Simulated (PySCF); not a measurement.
CH₂InNO₃. Atoms are numbered in the order given.

```xyz
8

In     0.0159    -0.5830     0.0000
N     -0.5827     1.3809     0.0000
C     -0.2400     2.5395     0.0000
O      0.0336     3.6823     0.0000
O      1.9505    -1.0462     0.0000
H      2.4957    -0.2454     0.0000
O     -1.4176    -1.9562     0.0000
H     -2.2885    -1.5316     0.0000
```
Charge 0, spin multiplicity 1.

Coordinates come from a B3LYP-D3(BJ)/def2-SVP optimisation. The structure was generated by enumeration; whether it is a known compound was not checked. The def2 effective core potentials stand for the cores of In; spin–orbit coupling is left out. The values are those of a single conformer.

Computed with HF/def2-TZVP (PySCF).

ESP charges are fitted to the potential on shells at 1.4 to 2.0 van der Waals radii. Atomic charges (e):

```tsv
atom	ESP fit	Mulliken	Löwdin
In1	1.47	1.40	0.72
N2	-0.86	-0.71	-0.10
C3	0.75	0.60	-0.30
O4	-0.46	-0.41	0.10
O5	-0.80	-0.78	-0.38
H6	0.35	0.34	0.17
O7	-0.82	-0.78	-0.38
H8	0.38	0.34	0.17
```
